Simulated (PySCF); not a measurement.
A calculated (r2SCAN, PySCF 2.14, Sapporo-DZP-2012, scalar relativity by spin-free X2C-1e) atom or ion has these occupied shells.

```json
{"shell": "1s α", "electrons": "1", "orbital energy (eV)": "-2445.3", "rms radius, mean of both spins (bohr)": "0.113"}
{"shell": "1s β", "electrons": "1", "orbital energy (eV)": "-2444.9", "rms radius, mean of both spins (bohr)": "0.113"}
{"shell": "2s α", "electrons": "1", "orbital energy (eV)": "-242.44", "rms radius, mean of both spins (bohr)": "0.521"}
{"shell": "2s β", "electrons": "1", "orbital energy (eV)": "-242.18", "rms radius, mean of both spins (bohr)": "0.521"}
{"shell": "2p α", "electrons": "3", "orbital energy (eV)": "-185.50", "rms radius, mean of both spins (bohr)": "0.492"}
{"shell": "2p β", "electrons": "3", "orbital energy (eV)": "-184.96", "rms radius, mean of both spins (bohr)": "0.492"}
{"shell": "3s α", "electrons": "1", "orbital energy (eV)": "-41.180", "rms radius, mean of both spins (bohr)": "1.70"}
{"shell": "3s β", "electrons": "1", "orbital energy (eV)": "-38.002", "rms radius, mean of both spins (bohr)": "1.70"}
{"shell": "3p α", "electrons": "2", "orbital energy (eV)": "-29.557", "rms radius, mean of both spins (bohr)": "1.89"}
```

**Question.** Name the element and its charge.

**Answer.** S²⁺ (sulfur, charge +2), in [Ne] 3s2 3p2, high-spin 3P determinant.
